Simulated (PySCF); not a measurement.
CH4F4Si2, SMILES F[SiH](F)C[SiH](F)F at its PBE0/def2-SVP optimised geometry (Å):

```
11

Si    -0.7924    -0.1935     0.0000
F     -1.3386    -1.0099     1.2816
F     -1.2851    -1.0113    -1.3066
C      1.0612    -0.1935     0.0000
Si     1.8056     0.0129    -1.6850
F      3.2846     0.6478    -1.5548
F      0.9119     1.0966    -2.4884
H     -1.4226     1.1419     0.0000
H      1.4226     0.6219     0.6507
H      1.4171    -1.1419     0.4389
H      1.9027    -1.2234    -2.4866
```

Level of theory: PySCF with PBE0/def2-TZVP. Cells within 0.4 Å of a nucleus heavier than hydrogen are left out (blank, or x).

Map of the HOMO amplitude (bohr^(-3/2)) on the plane z = 1.5 Å; orbital energy -9.60 eV, overall sign arbitrary:

```
|44444444444444444444444444444|
|44444444444444444444444444444|
|44444444444444444444444444444|
|44444444444444444444444444444|
|44444444444444444444444444444|
|44444444444444444444444444444|
|44444455555444444444444444444|
|44444555555544444444444444444|
|44444555555544444444444444444|
|44445555555544444444444444444|
|44445555555544444444444444444|
|44444555555444444344444444444|
|44444445555444433334444444444|
|44444444444444333333444444444|
|44444444444444333333444444444|
|44444433344444333333444444444|
|44444332245554433334444444444|
|44443320xx7654433334444444444|
|44443320xx9765444444444444444|
|44444321xx9765444444444444444|
|44444333467655444444444444444|
|44444444456555444444444444444|
|44444444455555444444444444444|
|44444444445554444444444444444|
|44444444444444444444444444444|
|44444444444444444444444444444|
|44444444444444444444444444444|
|44444444444444444444444444444|
|44444444444444444444444444444|
```
Scale: ten equal steps from -0.105 (start of '0') to 0.116 (end of '9'), in the order '0123456789'; x runs from -3.50 to 3.50, y from -3.50 (bottom) to 3.50 (top).
